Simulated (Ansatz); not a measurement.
Molecular dynamics of ClGaH3N

Input:

```yaml
crystal:
  periodic: [false, false, false]
  atoms:
    - { symbol: Ga, position_ang: [-0.104609, 0.264045, 0.007824] }
    - { symbol: Cl, position_ang: [-0.239261, -0.999945, 1.716987] }
    - { symbol: "N", position_ang: [1.649277, 0.263007, -0.638904] }
    - { symbol: H, position_ang: [2.402369, -0.015359, -0.031754] }
    - { symbol: H, position_ang: [1.967904, 1.035497, -1.257288] }
    - { symbol: H, position_ang: [-1.333421, 1.053001, -0.628892] }
basis:
  gaussian: { orbitals: def2-SVP }
hamiltonian:
  xc: b3lyp
md:
  timestep: 2.0
  n_steps: 40
  ensemble: nve
  temperature: 1000.0
  initial_velocities: maxwell_boltzmann
  seed: 134259
```

Command:

```bash
$ ansatz run input.yaml --threads 2 --pin off --max-ram 3072MiB --backend cpu --events-out ev --progress --plain --runs-dir out
```

It goes on from the last frame of an earlier run, with new velocities.

Output, in part (one step line in 2, the closing report, with atoms numbered from 0):

```
md step     0: t =     0.00 fs  T =  1000.0 K  F+E_penalty+E_count = -66431.37945660 eV  E_kin = 0.517040 eV  conserved = -66430.86241660 eV  (26 SCF iters)
md step     2: t =     4.00 fs  T =   957.7 K  F+E_penalty+E_count = -66431.35754838 eV  E_kin = 0.495157 eV  conserved = -66430.86239147 eV  (29 SCF iters)
md step     4: t =     8.00 fs  T =   816.2 K  F+E_penalty+E_count = -66431.28590169 eV  E_kin = 0.422024 eV  conserved = -66430.86387756 eV  (29 SCF iters)
md step     6: t =    12.00 fs  T =   589.9 K  F+E_penalty+E_count = -66431.16652388 eV  E_kin = 0.304999 eV  conserved = -66430.86152502 eV  (28 SCF iters)
md step     8: t =    16.00 fs  T =   406.1 K  F+E_penalty+E_count = -66431.07224726 eV  E_kin = 0.209973 eV  conserved = -66430.86227385 eV  (27 SCF iters)
md step    10: t =    20.00 fs  T =   307.8 K  F+E_penalty+E_count = -66431.02098920 eV  E_kin = 0.159140 eV  conserved = -66430.86184921 eV  (27 SCF iters)
md step    12: t =    24.00 fs  T =   341.4 K  F+E_penalty+E_count = -66431.03889457 eV  E_kin = 0.176527 eV  conserved = -66430.86236730 eV  (27 SCF iters)
md step    14: t =    28.00 fs  T =   434.5 K  F+E_penalty+E_count = -66431.08874683 eV  E_kin = 0.224680 eV  conserved = -66430.86406727 eV  (30 SCF iters)
md step    16: t =    32.00 fs  T =   526.1 K  F+E_penalty+E_count = -66431.13473689 eV  E_kin = 0.272035 eV  conserved = -66430.86270210 eV  (29 SCF iters)
md step    18: t =    36.00 fs  T =   575.4 K  F+E_penalty+E_count = -66431.15945235 eV  E_kin = 0.297500 eV  conserved = -66430.86195264 eV  (27 SCF iters)
md step    20: t =    40.00 fs  T =   657.6 K  F+E_penalty+E_count = -66431.19990972 eV  E_kin = 0.340027 eV  conserved = -66430.85988264 eV  (29 SCF iters)
md step    22: t =    44.00 fs  T =   652.7 K  F+E_penalty+E_count = -66431.19289418 eV  E_kin = 0.337495 eV  conserved = -66430.85539933 eV  (29 SCF iters)
md step    24: t =    48.00 fs  T =   677.9 K  F+E_penalty+E_count = -66431.20212730 eV  E_kin = 0.350504 eV  conserved = -66430.85162372 eV  (29 SCF iters)
md step    26: t =    52.00 fs  T =   651.0 K  F+E_penalty+E_count = -66431.18182250 eV  E_kin = 0.336572 eV  conserved = -66430.84525005 eV  (30 SCF iters)
md step    28: t =    56.00 fs  T =   627.0 K  F+E_penalty+E_count = -66431.16576086 eV  E_kin = 0.324201 eV  conserved = -66430.84155985 eV  (29 SCF iters)
md step    30: t =    60.00 fs  T =   525.9 K  F+E_penalty+E_count = -66431.10614280 eV  E_kin = 0.271895 eV  conserved = -66430.83424754 eV  (29 SCF iters)
md step    32: t =    64.00 fs  T =   413.7 K  F+E_penalty+E_count = -66431.04505247 eV  E_kin = 0.213911 eV  conserved = -66430.83114107 eV  (29 SCF iters)
md step    34: t =    68.00 fs  T =   361.4 K  F+E_penalty+E_count = -66431.01360502 eV  E_kin = 0.186878 eV  conserved = -66430.82672696 eV  (28 SCF iters)
md step    36: t =    72.00 fs  T =   437.6 K  F+E_penalty+E_count = -66431.05402437 eV  E_kin = 0.226242 eV  conserved = -66430.82778266 eV  (28 SCF iters)
md step    38: t =    76.00 fs  T =   551.7 K  F+E_penalty+E_count = -66431.11466006 eV  E_kin = 0.285240 eV  conserved = -66430.82942032 eV  (29 SCF iters)
md step    40: t =    80.00 fs  T =   678.0 K  F+E_penalty+E_count = -66431.18226554 eV  E_kin = 0.350538 eV  conserved = -66430.83172739 eV  (28 SCF iters)
Total energy: -66431.18249236 eV, -2441.3009279214 hartree
Atom 0 at    -0.089193     0.239518     0.015862 Å, force     0.579990     1.226483    -1.282417 eV/Å
Atom 1 at    -0.264645    -0.977732     1.706421 Å, force    -0.177420    -0.776382     1.179822 eV/Å
Atom 2 at     1.632628     0.362175    -0.643969 Å, force     0.317244    -0.338230     3.058774 eV/Å
Atom 3 at     2.441939     0.105543    -0.014011 Å, force    -1.297185     0.137527    -0.952739 eV/Å
Atom 4 at     1.914687     0.315648    -1.577548 Å, force     0.432255     0.127475    -1.959049 eV/Å
Atom 5 at    -1.262027     1.189277    -0.440401 Å, force     0.145117    -0.376873    -0.044391 eV/Å
Dipole moment:     0.199276     0.057656    -0.344868 e Å
```

All steps were run. The conserved energy wandered by up to 6.6 meV per atom (net 5.1 meV per atom), which is poor conservation. A step of 2 fs is long for free X–H stretches (periods near 10 fs) and can bias their spread and the temperature. A run of 0.08 ps of so small a system gives no equilibrium averages.

The same pairs are bonded in the first frame and the last. Pairs count as bonded within 1.25 times the sum of covalent radii (0.12 Å more for H–H).

Last frame:

```xyz
6
Properties=species:S:1:pos:R:3
Ga -0.089 0.239 0.016
Cl -0.265 -0.978 1.706
N 1.633 0.362 -0.644
H 2.442 0.105 -0.014
H 1.915 0.316 -1.577
H -1.262 1.189 -0.440
```

Time of the run: 64 s on 2 threads of Arm Neoverse V1, on a shared host, peak memory 0.15 GiB.
